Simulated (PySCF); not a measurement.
Vertical excitation energies

C3H12N2Si2.
Numbering: `[CH2:1]=[CH:2][C@@H:3]([SiH3:4])[NH:5][SiH2:6][NH2:7]` (hydrogens: H8, H9 on C1; H10 on C2; H11 on C3; H12, H13, H14 on Si4; H15 on N5; H16, H17 on Si6; H18, H19 on N7)

Level of theory: TDDFT CAM-B3LYP/def2-SVPD, vertical, gas phase, core orbitals frozen in the response in PySCF 2.14.0, density-fitted response routines. The structure is a single GFN2-xTB conformer in the gas phase; no vibrational or solvent corrections. Torsions of this conformer, `[CH2:1]=[CH:2][C@@H:3]([SiH3:4])[NH:5][SiH2:6][NH2:7]`: C1–C2–C3–Si4 99°, C2–C3–N5–Si6 -172°, C3–N5–Si6–N7 -173°, H–N7–Si6–N5 -51°, H–N7–Si6–N5 177°.

```
state  E (eV)  E (hartree)       f  main configurations (H = HOMO, L = LUMO)
   S1    5.88       0.2160   0.094                                 H→L (85%)
   S2    6.36       0.2338   0.022     H→L+2 (60%), H→L+1 (12%), H→L+3 (10%)
   S3    6.54       0.2402  0.0056                H→L+1 (62%), H-2→L+1 (13%)
   S4    6.58       0.2419   0.016                H-1→L+1 (53%), H-1→L (19%)
   S5    6.99       0.2567   0.188      H-2→L (37%), H-1→L (12%), H→L+2 (9%)
   S6    7.14       0.2623   0.057     H→L+4 (30%), H→L+5 (20%), H-2→L (18%)
   S7    7.16       0.2630   0.048     H→L+4 (45%), H→L+5 (12%), H→L+6 (11%)
   S8    7.32       0.2692   0.048                               H→L+3 (72%)
```

Triplets (Tamm–Dancoff): T1 4.24 eV, H→L (35%), H-2→L (22%); T2 5.80 eV, H→L (41%), H→L+2 (18%), H-2→L (14%); T3 6.22 eV, H-1→L+1 (50%), H-2→L+1 (16%), H-1→L (15%).

The lowest singlet comes at 211 nm (567 kJ/mol) in the ultraviolet; it is of moderate strength; its leading configuration is HOMO→LUMO (85%). The most intense listed level is S5 at 6.99 eV (177 nm, f = 0.188), 1.11 eV above S1. Löwdin shares by element: HOMO nitrogen 37% or more, carbon 33% (atoms not listed hold the other 30%); LUMO carbon 38% or more, silicon 20% (atoms not listed hold the other 42%). Orbital energies (eV): HOMO-3 -10.53, HOMO-2 -9.04, HOMO-1 -8.91, HOMO -8.02, LUMO 0.87, LUMO+1 1.18, LUMO+2 1.35. The oscillator strengths of these states sum to 0.480; summed over the whole spectrum of an exact calculation they would give the number of electrons, 72 (Thomas–Reiche–Kuhn). Weighted by f, the mean energy of these states is 6.79 eV. No computed singlet lies in the visible range (380 to 750 nm); the lowest, at 211 nm, stands 2.61 eV above its violet end (3.26 eV). The window holds the lowest 8 singlets.
